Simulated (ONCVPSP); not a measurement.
# Logarithmic derivatives: selenium, ONCV

ONCVPSP 4.0.1 input, shortened (lines: element, Z, core and valence counts, functional; n l f; lmax; l rc ep ncon nbas qcut; lloc lpopt rc5 dvloc0; l nproj debl; icmod fcfact rcfact), PBEsol, non-relativistic:

```
  Se 34.00    6    2  -116133      upf
    1    0    2.00
    2    0    2.00
    2    1    6.00
    3    0    2.00
    3    1    6.00
    3    2   10.00
    4    0    1.00
    4    1    5.00
    2
    0    1.65    0.00    4    7    3.30
    1    1.65    0.00    4    8    5.70
    2    1.75    0.03    4    7    5.10
    4    3    1.65    0.00
    0    1    2.30
    1    2    1.10
    2    3    3.50
    0    0.00    0.00
```

The phase is arctan(r·R′/R) of the radial function R(r), unwrapped; energies in Ha, scanned from -2 to 5 Ha. A pole is an energy at which the radial function vanishes at the test radius. The pseudo phase is shifted by a multiple of π to meet the all-electron one at the reference energy, and phase errors are pseudo minus all-electron; the curves can meet again beyond the range given. Levels narrower than the energy grid can be missing from the lists of poles.

Problem. For each channel, where are the poles, and over which energies does the pseudopotential scatter like the atom?

Solution.

```tsv
channel	radius (bohr)	reference energy (Ha)	poles, all-electron	poles, pseudo	unbroken range about the reference energy with phases within 0.05 rad	phase error 1 Ha above the reference energy (rad)
s	1.67	-0.64	1.78	1.26, 4.03	below 1.2	-0.013
p	1.67	-0.26	2.66	2.63	below 4.4	-0.000
d	1.77	0.03	3.51	2.54, 3.51	-1.5 to 2.5	-0.027
```

Note: no bound ghost flagged; GHOST(+) flagged for d at 71.1 eV.

Phases in the d channel:

| E (Ha) | all-electron | pseudo |
| --- | --- | --- |
| -1.98 | 1.498 | 1.229 |
| -1.80 | 1.325 | 1.211 |
| -1.62 | 1.258 | 1.190 |
| -1.44 | 1.212 | 1.165 |
| -1.26 | 1.170 | 1.136 |
| -1.08 | 1.126 | 1.101 |
| -0.90 | 1.077 | 1.058 |
| -0.72 | 1.019 | 1.006 |
| -0.54 | 0.947 | 0.939 |
| -0.36 | 0.857 | 0.852 |
| -0.18 | 0.739 | 0.737 |
| 0.00 | 0.581 | 0.581 |
| 0.18 | 0.370 | 0.369 |
| 0.36 | 0.104 | 0.097 |
| 0.54 | -0.198 | -0.213 |
| 0.72 | -0.487 | -0.510 |
| 0.90 | -0.726 | -0.752 |
| 1.08 | -0.908 | -0.935 |
| 1.26 | -1.045 | -1.071 |
| 1.44 | -1.147 | -1.172 |
| 1.62 | -1.226 | -1.249 |
| 1.80 | -1.289 | -1.311 |
| 1.98 | -1.339 | -1.361 |
| 2.16 | -1.381 | -1.405 |
| 2.34 | -1.417 | -1.447 |
| 2.52 | -1.448 | -1.524 |
| 2.70 | -1.475 | -4.587 |
| 2.88 | -1.499 | -4.634 |
| 3.06 | -1.522 | -4.661 |
| 3.24 | -1.542 | -4.683 |
| 3.42 | -1.562 | -4.703 |
| 3.60 | -1.581 | -4.722 |
| 3.78 | -1.599 | -4.740 |
| 3.96 | -1.617 | -4.758 |
| 4.14 | -1.636 | -4.776 |
| 4.32 | -1.655 | -4.795 |
| 4.50 | -1.675 | -4.814 |
| 4.68 | -1.697 | -4.836 |
| 4.86 | -1.721 | -4.859 |
